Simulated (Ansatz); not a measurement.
Stepwise reaction of `[OH][Zr]([OH])([F])[F]` with hydrogen fluoride, as a gas-phase model of exchange steps in deposition or etching. ΔE in kJ/mol; ΔG adds harmonic PBE0-D4 terms to CCSD(T)/CBS, at 1 bar.

Computed with Ansatz on PBE0-D4/def2-TZVP structures; ΔE is electronic, products minus reactants. CCSD(T)/CBS is the MP2 limit (def2-TZVPP, def2-QZVPP) plus CCSD(T) − MP2 in def2-TZVPP, frozen cores. This one scheme is used for every species. Functionals use def2-TZVPP. B3LYP here is the variant with VWN-RPA as its local correlation; programs differ in this. def2 core potentials past Kr. For Zr outer-core shells are correlated without core-valence functions, which leaves a few kJ/mol of doubt a bond. Each species was taken in one conformer, which may not be the lowest.

```csv
step,reaction,PBE-D4,B3LYP-D4,ωB97M-V,CCSD(T)/CBS,ΔG(400 K)
1,`[OH][Zr]([OH])([F])[F]` + H–F → `[OH][Zr]([F])([F])[F]` + H₂O,-52.9,-50.0,-49.9,-44.6,-39.4
2,`[OH][Zr]([F])([F])[F]` + H–F → `[F][Zr]([F])([F])[F]` + H₂O,-48.6,-45.1,-44.9,-39.8,-31.7
```

Problem. By hand: ΔE of the 2 steps together at CCSD(T)/CBS.

Solution. (-44.6) + (-39.8) = -84.4 kJ/mol, or -42.2 kJ/mol a step.

In ΔE the steps differ by no more than 4.8 kJ/mol. All are downhill at CCSD(T)/CBS. ΔG lies between -39.4 and -31.7 kJ/mol a step. PBE-D4 differs from CCSD(T)/CBS by -8.8 to -8.3 kJ/mol a step. Isolated molecules leave out the surface, adducts and barriers. Largest T1 diagnostic: 0.018.
